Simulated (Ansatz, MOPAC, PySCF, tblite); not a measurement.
Breaking a bond: BrNa, singlet.

Methods: AM1, restricted, heats of formation (MOPAC); RKS-B3LYP/LANL2DZ = restricted B3LYP/LANL2DZ, with its core potentials past Ne run with PySCF; GFN2-xTB, 300 K electronic temperature (tblite); FCI = full CI/cc-pVDZ, cores with 3d frozen (Ansatz, a program for electronic structure).

Energies relative to the lowest point of each curve between 2.08 and 3.06 Å, where full CI is lowest, in mEh; the last columns give the difference from FCI:

```json
[
 {"R / Å": "2.08", "AM1": "68.1", "RKS-B3LYP/LANL2DZ": "53.3", "GFN2-xTB": "34.8", "FCI": "42.0", "AM1 − FCI": "26.1", "RKS-B3LYP/LANL2DZ − FCI": "11.3", "GFN2-xTB − FCI": "-7.2"},
 {"R / Å": "2.22", "AM1": "26.1", "RKS-B3LYP/LANL2DZ": "24.1", "GFN2-xTB": "11.1", "FCI": "17.0", "AM1 − FCI": "9.1", "RKS-B3LYP/LANL2DZ − FCI": "7.1", "GFN2-xTB − FCI": "-5.9"},
 {"R / Å": "2.37", "AM1": "5.2", "RKS-B3LYP/LANL2DZ": "7.7", "GFN2-xTB": "1.6", "FCI": "4.1", "AM1 − FCI": "1.0", "RKS-B3LYP/LANL2DZ − FCI": "3.5", "GFN2-xTB − FCI": "-2.5"},
 {"R / Å": "2.47", "AM1": "0.1", "RKS-B3LYP/LANL2DZ": "2.4", "GFN2-xTB": "0.0", "FCI": "0.7", "AM1 − FCI": "-0.6", "RKS-B3LYP/LANL2DZ − FCI": "1.7", "GFN2-xTB − FCI": "-0.7"},
 {"R / Å": "2.59", "AM1": "0.0", "RKS-B3LYP/LANL2DZ": "0.0", "GFN2-xTB": "0.6", "FCI": "0.0", "AM1 − FCI": "0.0", "RKS-B3LYP/LANL2DZ − FCI": "0.0", "GFN2-xTB − FCI": "0.6"},
 {"R / Å": "2.72", "AM1": "4.6", "RKS-B3LYP/LANL2DZ": "0.8", "GFN2-xTB": "3.0", "FCI": "2.2", "AM1 − FCI": "2.4", "RKS-B3LYP/LANL2DZ − FCI": "-1.4", "GFN2-xTB − FCI": "0.8"},
 {"R / Å": "2.79", "AM1": "8.4", "RKS-B3LYP/LANL2DZ": "2.2", "GFN2-xTB": "4.6", "FCI": "4.2", "AM1 − FCI": "4.2", "RKS-B3LYP/LANL2DZ − FCI": "-2.0", "GFN2-xTB − FCI": "0.4"},
 {"R / Å": "2.89", "AM1": "14.8", "RKS-B3LYP/LANL2DZ": "5.0", "GFN2-xTB": "7.3", "FCI": "7.8", "AM1 − FCI": "7.0", "RKS-B3LYP/LANL2DZ − FCI": "-2.8", "GFN2-xTB − FCI": "-0.6"},
 {"R / Å": "2.98", "AM1": "21.2", "RKS-B3LYP/LANL2DZ": "8.2", "GFN2-xTB": "9.8", "FCI": "11.6", "AM1 − FCI": "9.6", "RKS-B3LYP/LANL2DZ − FCI": "-3.5", "GFN2-xTB − FCI": "-1.8"},
 {"R / Å": "3.06", "AM1": "27.2", "RKS-B3LYP/LANL2DZ": "11.3", "GFN2-xTB": "12.1", "FCI": "15.3", "AM1 − FCI": "11.9", "RKS-B3LYP/LANL2DZ − FCI": "-4.0", "GFN2-xTB − FCI": "-3.2"},
 {"R / Å": "3.24", "AM1": "40.9", "RKS-B3LYP/LANL2DZ": "19.0", "GFN2-xTB": "17.3", "FCI": "24.2", "AM1 − FCI": "16.7", "RKS-B3LYP/LANL2DZ − FCI": "-5.3", "GFN2-xTB − FCI": "-7.0"},
 {"R / Å": "3.37", "AM1": "50.6", "RKS-B3LYP/LANL2DZ": "24.8", "GFN2-xTB": "20.8", "FCI": "30.9", "AM1 − FCI": "19.7", "RKS-B3LYP/LANL2DZ − FCI": "-6.2", "GFN2-xTB − FCI": "-10.1"},
 {"R / Å": "3.60", "AM1": "66.6", "RKS-B3LYP/LANL2DZ": "34.9", "GFN2-xTB": "27.3", "FCI": "42.7", "AM1 − FCI": "23.9", "RKS-B3LYP/LANL2DZ − FCI": "-7.8", "GFN2-xTB − FCI": "-15.4"},
 {"R / Å": "3.85", "AM1": "81.7", "RKS-B3LYP/LANL2DZ": "45.3", "GFN2-xTB": "34.3", "FCI": "54.9", "AM1 − FCI": "26.9", "RKS-B3LYP/LANL2DZ − FCI": "-9.5", "GFN2-xTB − FCI": "-20.5"},
 {"R / Å": "4.21", "AM1": "99.5", "RKS-B3LYP/LANL2DZ": "58.9", "GFN2-xTB": "43.6", "FCI": "70.8", "AM1 − FCI": "28.6", "RKS-B3LYP/LANL2DZ − FCI": "-12.0", "GFN2-xTB − FCI": "-27.2"},
 {"R / Å": "4.57", "AM1": "113.3", "RKS-B3LYP/LANL2DZ": "70.3", "GFN2-xTB": "51.5", "FCI": "84.7", "AM1 − FCI": "28.5", "RKS-B3LYP/LANL2DZ − FCI": "-14.4", "GFN2-xTB − FCI": "-33.3"},
 {"R / Å": "5.09", "AM1": "128.3", "RKS-B3LYP/LANL2DZ": "83.1", "GFN2-xTB": "60.1", "FCI": "101.2", "AM1 − FCI": "27.0", "RKS-B3LYP/LANL2DZ − FCI": "-18.1", "GFN2-xTB − FCI": "-41.1"},
 {"R / Å": "5.65", "AM1": "140.0", "RKS-B3LYP/LANL2DZ": "93.0", "GFN2-xTB": "—", "FCI": "114.6", "AM1 − FCI": "25.4", "RKS-B3LYP/LANL2DZ − FCI": "-21.6", "GFN2-xTB − FCI": "—"},
 {"R / Å": "6.35", "AM1": "150.7", "RKS-B3LYP/LANL2DZ": "101.3", "GFN2-xTB": "—", "FCI": "124.5", "AM1 − FCI": "26.2", "RKS-B3LYP/LANL2DZ − FCI": "-23.2", "GFN2-xTB − FCI": "—"},
 {"R / Å": "7.11", "AM1": "159.2", "RKS-B3LYP/LANL2DZ": "107.4", "GFN2-xTB": "—", "FCI": "126.8", "AM1 − FCI": "32.4", "RKS-B3LYP/LANL2DZ − FCI": "-19.4", "GFN2-xTB − FCI": "—"},
 {"R / Å": "8.34", "AM1": "168.7", "RKS-B3LYP/LANL2DZ": "113.4", "GFN2-xTB": "—", "FCI": "127.1", "AM1 − FCI": "41.6", "RKS-B3LYP/LANL2DZ − FCI": "-13.7", "GFN2-xTB − FCI": "—"},
 {"R / Å": "9.80", "AM1": "176.4", "RKS-B3LYP/LANL2DZ": "117.5", "GFN2-xTB": "—", "FCI": "127.1", "AM1 − FCI": "49.3", "RKS-B3LYP/LANL2DZ − FCI": "-9.6", "GFN2-xTB − FCI": "—"}
]
```

AM1 is furthest from FCI at 9.80 (49.3 mEh, above); its mean absolute difference over the points is 19.0 mEh.

RKS-B3LYP/LANL2DZ is furthest from FCI at 6.35 (-23.2 mEh, below); its mean absolute difference over the points is 9.0 mEh.

GFN2-xTB is furthest from FCI at 5.09 (-41.1 mEh, below); its mean absolute difference over the points is 10.5 mEh.

A dash means that the run gave no value there, or that the column was ended at a point which the program doubted or which failed a test of continuity chosen for this set; such a test can also cut sound points.

The restricted form behind AM1, RKS-B3LYP/LANL2DZ keeps the bonding electrons paired and can't separate into open-shell fragments.
